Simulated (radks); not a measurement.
The numbers below are computed, except where a source is named.
Ionisation ladder of arsenic, from As I to As XXII. Each ion is in the ground configuration listed by NIST, and IE = E(next ion) - E(this ion). Level of theory: non-relativistic Kohn-Sham, LDA (Slater exchange, Perdew-Wang correlation), spin-unpolarised, spherical densities, point nucleus (a radial shooting solver on a logarithmic mesh with Libxc functionals).

species       configuration  IE, Delta-SCF (eV)  <r> HOMO (bohr)  IE, NIST (eV)       kind  error (eV)
As I      [Ar] 3d10 4s2 4p3               9.346             2.55          9.789       exp.      -0.442
As II     [Ar] 3d10 4s2 4p2              18.159             2.31         18.589       exp.      -0.430
As III    [Ar] 3d10 4s2 4p1              28.002             2.14          28.35       exp.      -0.347
As IV         [Ar] 3d10 4s2              50.337             1.76           50.2       exp.      +0.187
As V          [Ar] 3d10 4s1              62.808             1.69           62.8       exp.      +0.038
As VI             [Ar] 3d10              122.67            0.658          121.2       exp.        +1.5
As VII             [Ar] 3d9              152.99            0.632            147     theory        +6.0
As VIII            [Ar] 3d8              185.34            0.609            180     theory        +5.3
As IX              [Ar] 3d7              219.61            0.588            213     theory        +6.6
As X               [Ar] 3d6              255.73            0.569            247     theory        +8.7
As XI              [Ar] 3d5              293.63            0.552            296     theory        -2.4
As XII             [Ar] 3d4              333.24            0.537            333     theory        +0.2
As XIII            [Ar] 3d3              374.53            0.523            375     theory        -0.5
As XIV             [Ar] 3d2              417.44            0.509            418     theory        -0.6
As XV              [Ar] 3d1              461.93            0.497            460     theory        +1.9
As XVI                 [Ar]              588.20            0.529            588  semi-emp.        +0.6
As XVII        [Ne] 3s2 3p5              631.19            0.522            629  semi-emp.        +2.4
As XVIII       [Ne] 3s2 3p4              674.93            0.515            673  semi-emp.        +2.0
As XIX         [Ne] 3s2 3p3              719.37            0.508            729  semi-emp.        -9.5
As XX          [Ne] 3s2 3p2              764.42            0.501            774  semi-emp.        -9.6
As XXI         [Ne] 3s2 3p1              809.93            0.495            814  semi-emp.        -4.1
As XXII            [Ne] 3s2              901.45            0.505            912  semi-emp.       -10.2

Reference values: NIST Atomic Spectra Database (exp. = measured, semi-emp. = semi-empirical, theory = theoretical value adopted there). Errors are taken from the NIST values before rounding. The ionisation energy per charge of the ion left behind rises most, in proportion, at As VI ([Ar] 3d10), from 12.562 to 20.446 eV. Against the entries that are not theoretical the mean signed error is -0.8 % and the largest -4.5 %. Relativity is left out here; it binds the outer s electron of As21+ more strongly by about 7.4 eV or 0.82 % (one-electron estimate). Spin polarisation and multiplet splitting are left out, so open shells lie too high by an amount that depends on their filling.

Beside tabulated values, note that spin-unpolarised runs miss the spin-polarisation part of the exchange energy of open shells.
